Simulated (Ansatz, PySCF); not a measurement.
System: SiF₂, net charge 0, triplet state. This is an excited triplet: at this geometry the singlet lies 3.07 eV lower at RI-MP2/CBS(aug-cc-pV(T+d)Z,aug-cc-pV(Q+d)Z)+[CCSD(T)-MP2]/aug-cc-pV(T+d)Z. 
Coordinates optimised at B3LYP-D3(BJ)/def2-TZVP (Ansatz, a program for electronic structure):
SMILES: F[Si]F
```xyz
3

Si     0.0011    -0.0027     0.4926
F      1.1125    -0.7543    -0.3897
F     -1.1142     0.7585    -0.3765
```
Charge 0, spin multiplicity 3.

Dipole moments at this geometry, in debye (magnitudes).

| level | program | dipole (D) |
|---|---|---|
| HF/def2-TZVPD | PySCF | 1.52 |
| TPSS/def2-TZVPD | PySCF | 1.06 |
| M06-L/def2-TZVPD | PySCF | 1.09 |
| PBE0/def2-TZVPD | Ansatz | 1.22 |
| BHLYP/def2-TZVPD | Ansatz | 1.43 |
| TPSSh/def2-TZVPD | PySCF | 1.13 |
| r2SCANh/def2-TZVPD | Ansatz | 1.22 |
| PW6B95/def2-TZVPD | PySCF | 1.28 |
| M06-2X/def2-TZVPD | PySCF | 1.40 |
| HSE06/def2-TZVPD | Ansatz | 1.21 |
| CAM-B3LYP/def2-TZVPD | Ansatz | 1.31 |
| LC-wPBE/def2-TZVPD | Ansatz | 1.27 |
| wB97X-V/def2-TZVPD | Ansatz | 1.21 |
| CCSD(T)/aug-cc-pV(D+d)Z | Ansatz | 1.28 |
